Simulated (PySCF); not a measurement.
Basis-set dependence of population analyses: `N#CSc1ccco1`

Species: C₅H₃NOS.
Atom-mapped SMILES: `[N:1]#[C:2][S:3][c:4]1[cH:5][cH:6][cH:7][o:8]1` (hydrogens: H9 on C5; H10 on C6; H11 on C7)

PBE0 throughout (PySCF), one geometry, spherical d and f functions. One conformer (not necessarily the lowest) at the PBE0-D3(BJ)/def2-SVP geometry, without solvent, vibrations or thermal averaging. The first 7 of 11 kinds of atom are listed.

Mulliken charges (e):

| basis | functions | N1 | C2 | S3 | C4 | C5 | C6 | C7 |
| --- | --- | --- | --- | --- | --- | --- | --- | --- |
| STO-3G | 47 | -0.188 | -0.064 | +0.307 | -0.023 | -0.110 | -0.118 | +0.009 |
| pcSseg-0 | 82 | -0.376 | -0.156 | +0.748 | -0.079 | -0.199 | -0.304 | +0.132 |
| 6-31G | 82 | -0.285 | -0.131 | +0.624 | -0.116 | -0.166 | -0.209 | +0.079 |
| 6-31G* | 122 | -0.307 | +0.043 | +0.315 | +0.048 | -0.186 | -0.225 | +0.072 |
| cc-pVDZ | 131 | -0.132 | -0.050 | +0.149 | +0.006 | +0.005 | -0.042 | +0.119 |
| def2-SVP | 131 | -0.039 | -0.108 | +0.129 | +0.020 | -0.028 | -0.063 | +0.134 |
| pcSseg-1 | 158 | -0.242 | +0.019 | +0.278 | +0.028 | -0.098 | -0.156 | +0.168 |
| aug-cc-pVDZ | 215 | -0.322 | -0.119 | +0.465 | +0.197 | +0.548 | +0.816 | +0.128 |
| 6-311+G(2d,p) | 242 | -0.196 | -0.083 | -0.063 | +0.479 | -0.220 | -0.173 | +0.061 |
| def2-TZVP | 272 | -0.033 | -0.150 | +0.072 | +0.127 | -0.158 | -0.163 | +0.009 |
| cc-pVTZ | 286 | -0.060 | -0.100 | +0.087 | +0.058 | -0.137 | -0.163 | -0.009 |
| IGLO-III | 319 | -0.348 | +0.021 | +0.362 | +0.058 | -0.140 | -0.112 | +0.091 |

IAO charges (e):

```
        basis  functions      N1      C2      S3      C4      C5      C6      C7
       STO-3G         47  -0.161  -0.095  +0.344  -0.058  -0.181  -0.192  -0.031
     pcSseg-0         82  -0.201  -0.039  +0.284  -0.011  -0.181  -0.215  +0.020
        6-31G         82  -0.202  -0.039  +0.283  -0.001  -0.184  -0.212  +0.006
       6-31G*        122  -0.219  -0.044  +0.310  +0.005  -0.181  -0.210  +0.032
      cc-pVDZ        131  -0.214  -0.046  +0.307  +0.010  -0.187  -0.214  +0.028
     def2-SVP        131  -0.212  -0.047  +0.306  +0.008  -0.182  -0.211  +0.033
     pcSseg-1        158  -0.222  -0.043  +0.318  +0.002  -0.186  -0.215  +0.029
  aug-cc-pVDZ        215  -0.231  -0.034  +0.312  +0.014  -0.191  -0.219  +0.026
6-311+G(2d,p)        242  -0.233  -0.039  +0.325  +0.007  -0.190  -0.219  +0.028
    def2-TZVP        272  -0.231  -0.043  +0.329  +0.007  -0.190  -0.219  +0.030
      cc-pVTZ        286  -0.228  -0.041  +0.319  +0.011  -0.191  -0.219  +0.029
     IGLO-III        319  -0.234  -0.042  +0.331  +0.007  -0.191  -0.220  +0.028
```

Hirshfeld charges (e):

```
        basis  functions      N1      C2      S3      C4      C5      C6      C7
       STO-3G         47  -0.176  -0.005  +0.166  +0.011  -0.064  -0.066  +0.016
     pcSseg-0         82  -0.188  +0.010  +0.137  +0.015  -0.071  -0.077  +0.025
        6-31G         82  -0.190  +0.020  +0.117  +0.019  -0.065  -0.076  +0.023
       6-31G*        122  -0.204  +0.032  +0.100  +0.026  -0.061  -0.076  +0.027
      cc-pVDZ        131  -0.197  +0.018  +0.117  +0.022  -0.069  -0.079  +0.024
     def2-SVP        131  -0.203  +0.023  +0.125  +0.024  -0.071  -0.079  +0.026
     pcSseg-1        158  -0.207  +0.026  +0.124  +0.025  -0.069  -0.078  +0.028
  aug-cc-pVDZ        215  -0.213  +0.024  +0.137  +0.020  -0.071  -0.080  +0.026
6-311+G(2d,p)        242  -0.215  +0.023  +0.137  +0.017  -0.068  -0.079  +0.029
    def2-TZVP        272  -0.213  +0.026  +0.128  +0.022  -0.069  -0.079  +0.028
      cc-pVTZ        286  -0.210  +0.026  +0.123  +0.023  -0.069  -0.079  +0.027
     IGLO-III        319  -0.218  +0.023  +0.146  +0.021  -0.072  -0.079  +0.027
```

**Question.** Which scheme is steadiest as the basis changes?

**Answer.** Largest range over the bases for any column: Hirshfeld 0.07 e, IAO 0.07 e, Mulliken 1.12 e. Hirshfeld and IAO charges move least and Mulliken charges most, counted in e. Without the minimal STO-3G basis the ranges are Hirshfeld 0.05, IAO 0.05, Mulliken 1.12 e.

**Question.** How much do the charges still move between the two largest bases, cc-pVTZ and IGLO-III?

**Answer.** At most, over all atoms: Mulliken 0.288 e, IAO 0.012 e, Hirshfeld 0.023 e.

**Question.** What do the same runs give for the total energy, the frontier levels and the dipole moment?

**Answer.** 
```
        basis  energy (Eh)  HOMO (eV)  LUMO (eV)  μ (D)
       STO-3G    -711.4846      -5.24       2.40   3.42
     pcSseg-0    -718.7108      -7.83      -1.05   4.69
        6-31G    -719.7678      -7.45      -0.70   4.56
       6-31G*    -719.9109      -7.24      -0.72   4.54
      cc-pVDZ    -719.9622      -7.32      -0.83   4.40
     def2-SVP    -719.5735      -7.46      -0.94   4.46
     pcSseg-1    -719.8811      -7.54      -1.07   4.59
  aug-cc-pVDZ    -719.9814      -7.46      -1.12   4.68
6-311+G(2d,p)    -720.0376      -7.47      -1.18   4.76
    def2-TZVP    -720.0716      -7.45      -1.12   4.70
      cc-pVTZ    -720.0638      -7.42      -1.04   4.63
     IGLO-III    -720.0714      -7.45      -1.16   4.73
```

The dipole is fixed by the density alone, so its range of 1.34 D shows that the density itself changes with the basis, not only its division among atoms.
